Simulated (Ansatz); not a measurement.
`C=C[O][AlH][SnH3]` + `[F][Al]([SiH3])[Cl]` → `[SiH3][Al]([Cl])[SnH3]` + `C=C[O][AlH][F]`  (redistribution)

Program: Ansatz. Geometries: PBE0-D4/def2-TZVP. ΔE: electronic, gas phase. CCSD(T)/CBS is the MP2 limit (def2-TZVPP, def2-QZVPP) plus CCSD(T) − MP2 in def2-TZVPP, frozen cores. def2 core potentials past Kr. For Sn outer-core shells are correlated without core-valence functions, which leaves a few kJ/mol of doubt a bond. One conformer a species, not always the lowest.

`C=C[O][AlH][SnH3]`:

Z-matrix (Å, degrees):
```
Sn
Al 1 2.644
H 1 1.710 2 111.5
H 1 1.709 2 112.2 3 119.7
H 1 1.711 2 112.4 3 -119.6
O 2 1.704 1 113.1 3 -69.6
H 2 1.584 1 128.3 3 109.2
C 6 1.344 2 135.6 1 -173.6
C 8 1.327 6 125.8 2 41.9
H 8 1.088 6 113.1 2 -139.5
H 9 1.081 8 119.7 6 179.2
H 9 1.084 8 122.1 6 -0.4
```

`[F][Al]([SiH3])[Cl]`:

Z-matrix (Å, degrees):
```
Si
Al 1 2.432
H 1 1.486 2 110.9
H 1 1.488 2 109.7 3 -120.5
H 1 1.488 2 109.8 3 120.5
Cl 2 2.088 1 123.5 3 0.5
F 2 1.645 1 119.9 3 -179.5
```

`[SiH3][Al]([Cl])[SnH3]`:

Cartesian coordinates in Å:
```
Si 1.029 -0.776 1.909
Al 0.361 0.798 0.150
Cl 1.096 2.770 0.288
Sn -1.207 0.264 -1.927
H -0.184 -1.305 2.597
H 1.736 -1.940 1.301
H 1.920 -0.159 2.928
H -2.751 -0.266 -1.414
H -1.442 1.612 -2.949
H -0.558 -0.998 -2.883
```

`C=C[O][AlH][F]`:

```xyz
9

C     1.785   -0.795    0.024
C     0.570   -0.435   -0.362
O    -0.255    0.310    0.398
Al   -1.805    0.958    0.292
F    -2.321    1.828    1.583
H     2.181   -0.501    0.988
H     2.400   -1.394   -0.634
H     0.177   -0.733   -1.334
H    -2.732    0.760   -0.953
```

| species | MP2/CBS(def2) energy (Eh) |
| --- | --- |
| `C=C[O][AlH][SnH3]` | -611.45807 |
| `[F][Al]([SiH3])[Cl]` | -1092.54518 |
| `[SiH3][Al]([Cl])[SnH3]` | -1208.47231 |
| `C=C[O][AlH][F]` | -495.53123 |

Task: Work out ΔE.

Result: ΔE = (-1208.47231) + (-495.53123) − (-611.45807) − (-1092.54518) = -0.00029 Eh = -0.8 kJ/mol. CCSD(T)/CBS gives +0.6 kJ/mol.

Largest T1 diagnostic among the species: 0.014.
